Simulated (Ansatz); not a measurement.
Energy profile

The step: SiN₂H₆ ([NH2][SiH2][NH2]) + H₂ → SiNH₅ ([NH2][SiH3]) + NH₃; bonds formed: Si1–H7, N2–H6; bonds broken: Si1–N2, H6–H7 (atoms numbered as in the saddle structure below).

| atom | x (Å) | y (Å) | z (Å) |
| --- | --- | --- | --- |
| Si1 | -0.2588 | -0.5319 | 0.2047 |
| N2 | 1.3474 | -0.0231 | -0.6070 |
| H3 | -0.7444 | -1.5015 | -0.8495 |
| H4 | 0.0954 | -1.4496 | 1.3178 |
| N5 | -1.5401 | 0.5858 | 0.0965 |
| H6 | 1.2852 | 0.6092 | 0.4207 |
| H7 | 0.5417 | 0.7767 | 1.2863 |
| H8 | 2.0552 | -0.7325 | -0.7605 |
| H9 | 1.2317 | 0.5498 | -1.4346 |
| H10 | -1.6283 | 1.3661 | 0.7237 |
| H11 | -2.3850 | 0.3512 | -0.3982 |

Electronic energies by CCSD(T) at an estimated basis limit (MP2 extrapolated from triple and quadruple zeta, plus CCSD(T) − MP2 in triple zeta), on PBE0-D4/def2-TZVP structures; SiN2H8, closed shell; no counterpoise correction. Ansatz 0.2.0; basis: def2-TZVPP and def2-QZVPP; cores frozen in the correlated methods. Extrapolation: Hartree–Fock as exp(−7.88 √X), correlation as X^−2.97.

Give the profile in kcal/mol, counted from the separated reactants. (Judge from chemistry; the value comes from the calculation.)

The calculation gives:
```tsv
point	kcal/mol
separated: SiN2H6 (linked as [NH2][SiH2][NH2]; Si1, N2, H3, H4, N5, H8, H9, H10, H11; singlet) + H2 (H6, H7; singlet)	0.00
start structure	-0.72
saddle	46.87
end structure	8.35
separated: SiNH5 (linked as [NH2][SiH3]; Si1, H3, H4, N5, H7, H10, H11; singlet) + NH3 (N2, H6, H8, H9; singlet)	10.69
```

The T1 diagnostic stays at or below 0.011.

For scale, one of the runs: CCSD(T)/def2-TZVPP, 216 basis functions (an equivalent command: `ansatz run in.yaml --threads 4`). Time: 35 s of wall clock on 4 CPU threads; the host was shared. Peak host memory: 3.1 GiB.
